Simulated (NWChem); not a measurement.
System: TeCl2; SMILES Cl[Te]Cl

Output (shortened):

```
             Northwest Computational Chemistry Package (NWChem) 7.3.0
             --------------------------------------------------------

                             Geometry "geometry" -> ""
                             -------------------------

 Output coordinates in angstroms (scale by  1.889725989 to convert to a.u.)

  No.       Tag          Charge          X              Y              Z
 ---- ---------------- ---------- -------------- -------------- --------------
    1 Te                  52.0000     0.00000000     0.00000000     0.58756400
    2 Cl                  17.0000    -1.81014300     0.00000000    -0.92635100
    3 Cl                  17.0000     1.81014300     0.00000000    -0.92635100

 Effective nuclear repulsion energy (a.u.)     438.7147643240

                                 NWChem DFT Module
                                 -----------------

 Summary of "ao basis" -> "ao basis" (spherical)
 ------------------------------------------------------------------------------
       Tag                 Description            Shells   Functions and Types
 ---------------- ------------------------------  ------  ---------------------
 Te                         def2-svp                10       26   4s4p2d
 Cl                         def2-svp                 8       18   4s3p1d

            General Information
            -------------------
          SCF calculation type: DFT
          Wavefunction type:  closed shell.
          No. of atoms     :     3
          No. of electrons :    58
           Alpha electrons :    29
            Beta electrons :    29
          Charge           :     0
          Spin multiplicity:     1
          Use of symmetry is: off; symmetry adaption is: off
          Maximum number of iterations: 150
          AO basis - number of functions:    62
                     number of shells:    26
          Convergence on energy requested:  1.00D-06
          Convergence on density requested:  1.00D-05
          Convergence on gradient requested:  5.00D-04

              XC Information
              --------------
                         B3LYP Method XC Potential
                     Hartree-Fock (Exact) Exchange  0.200
                        Slater Exchange Functional  0.800 local
                    Becke 1988 Exchange Functional  0.720 non-local
              Lee-Yang-Parr Correlation Functional  0.810
                  VWN I RPA Correlation Functional  0.190 local

             Grid Information
             ----------------
          Grid used for XC integration:  medium
          Radial quadrature: Mura-Knowles
          Angular quadrature: Lebedev.
          Tag              B.-S. Rad. Rad. Pts. Rad. Cut. Ang. Pts.
          ---              ---------- --------- --------- ---------
          Te                  1.40      123           8.0       590
          Cl                  1.00       88          10.0       590
          Grid pruning is: on
          Number of quadrature shells:   299
          Spatial weights used:  Erf1

      Superposition of Atomic Density Guess
      -------------------------------------

 Sum of atomic energies:       -1229.87075680

      Non-variational initial energy
      ------------------------------

 Total energy =   -1185.781030
 1-e energy   =   -2186.560055
 2-e energy   =     775.548985
 HOMO         =      -0.205126
 LUMO         =      -0.057190

   convergence    iter        energy       DeltaE   RMS-Dens  Diis-err
 ---------------- ----- ----------------- --------- --------- ---------
 d= 0,ls=0.0,diis     1  -1188.2068366151 -1.41D+03  2.37D-02  4.27D-01
 d= 0,ls=0.0,diis     2  -1188.1695988388  3.72D-02  1.40D-02  5.60D-01
 d= 0,ls=0.0,diis     3  -1188.2576267344 -8.80D-02  3.33D-03  3.73D-02
 d= 0,ls=0.0,diis     4  -1188.2630923529 -5.47D-03  8.04D-04  2.83D-03
 d= 0,ls=0.0,diis     5  -1188.2634825366 -3.90D-04  1.18D-04  2.85D-05
  Resetting Diis
 d= 0,ls=0.0,diis     6  -1188.2634878511 -5.31D-06  2.15D-05  2.13D-06
 d= 0,ls=0.0,diis     7  -1188.2634881815 -3.30D-07  7.37D-06  3.57D-08

         Total DFT energy =    -1188.263488181469
      One electron energy =    -2186.649430574860
           Coulomb energy =      850.577788594040
    Exchange-Corr. energy =      -77.421886257800
 Nuclear repulsion energy =      225.230040057150

 Numeric. integr. density =       57.999999233777

                       DFT Final Molecular Orbital Analysis
                       ------------------------------------

 Vector   27  Occ=2.000000D+00  E=-3.298880D-01
              MO Center= -1.2D-06,  9.0D-10, -9.0D-01, r^2= 4.3D+00
   Bfn.  Coefficient  Atom+Function         Bfn.  Coefficient  Atom+Function
  ----- ------------  ---------------      ----- ------------  ---------------
    38      0.460878  2 Cl py                56     -0.460877  3 Cl py
    35      0.341114  2 Cl py                53     -0.341114  3 Cl py
    32      0.198095  2 Cl py                50     -0.198095  3 Cl py
    22     -0.057295  1 Te d -2              17      0.042453  1 Te d -2

[...]

                         DFT ENERGY GRADIENTS

    atom               coordinates                        gradient
                 x          y          z           x          y          z
   1 Te      0.000000   0.000000   1.110335    0.000000   0.000000  -0.009093
   2 Cl     -3.420674   0.000000  -1.750550    0.006264   0.000000   0.004546
   3 Cl      3.420674   0.000000  -1.750550   -0.006264  -0.000000   0.004546
```

Level: B3LYP/def2-SVP with def2 effective core potentials on Te. The geometry was optimised at PBE0/def2-SVP. B3LYP is NWChem's, with the RPA form of VWN correlation. def2 effective core potentials on Te; no spin-orbit coupling.

**Question.** Write an input that gives this output.

**Answer.** Several could match; the one computed here: the input that was run:
```
start job
memory heap 200 mb stack 900 mb global 1100 mb
geometry units angstroms noautosym nocenter noautoz
  Te     0.000000     0.000000     0.587564
  Cl    -1.810143     0.000000    -0.926351
  Cl     1.810143     0.000000    -0.926351
end
basis spherical
  Te library def2-svp
  Cl library def2-svp
end
ecp
  Te library def2-ecp
end
dft
  xc b3lyp
  iterations 150
end
task dft gradient
```
